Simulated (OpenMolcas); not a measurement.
Nb4+ among 6 point charges of -1 e arranged as a trigonal prism (D3h), 1.97 Å from the ion, with a polar angle of 56.0° against the regular 49.1°.
```
   1.6327    0.0000    1.1024  -1.00
  -0.8164    1.4140    1.1024  -1.00
  -0.8164   -1.4140    1.1024  -1.00
   1.6327    0.0000   -1.1024  -1.00
  -0.8164    1.4140   -1.1024  -1.00
  -0.8164   -1.4140   -1.1024  -1.00
```

```yaml
Program: OpenMolcas 26.06
Method: "SS-CASPT2, IPEA 0.25 Eh, imaginary shift 0.1 Eh (closed shells correlated: 4s 4p)"
Basis: ANO-RCC-VDZP [6s5p3d1f]
Scalar_Hamiltonian: DKH2, point nucleus
Active_space: 1 electron in 5 orbitals (4d)
State_averaging: 2S+1 = 2 even, 5 roots
Spin-orbit_coupling: state interaction with AMFI integrals over the reference wave functions
```

(1) What is the spin-free ground state (labels of D3, the rotations of D3h)?

(2) Where is the first state of the same spin?

(3) What are the lowest two levels with spin-orbit coupling?

(4) What is χT at 300 K, and how does it compare with the textbook value?

Results:

(1) 2A1, 1-fold in its orbital part, 100 % from free-ion D terms; it has the highest spin that d1 allows.

(2) 2E at 3470 cm-1 above the ground state.

(3) A 2-fold level E1/2 with g = 1.15, 1.15, 1.95, then a 2-fold level E3/2 2750 cm-1 above it. Their leading multiplicities are 2 (100 %) and 2 (100 %).

(4) The lowest level has 2S+1 = 2, for which the spin-only value is χT = S(S+1) / 2 = 0.375 cm3 K/mol (g = 2). The computed 0.256 at 300 K differs by -0.119, through orbital momentum, spin-orbit coupling and any other state in reach.

Roots that are degenerate in the reference are averaged as groups; the widest CASPT2 spread within a group is 130 cm-1 (the 2-fold group of multiplicity 2 near 3470 cm-1 above the lowest state of its run). Shifts and gaps below about the spread of the groups concerned are not significant. Free-ion shares, where given, are those of the reference states; single-state CASPT2 does not remix them. This is an electrostatic model: the charges have no orbitals. No measured value stands beside these numbers.
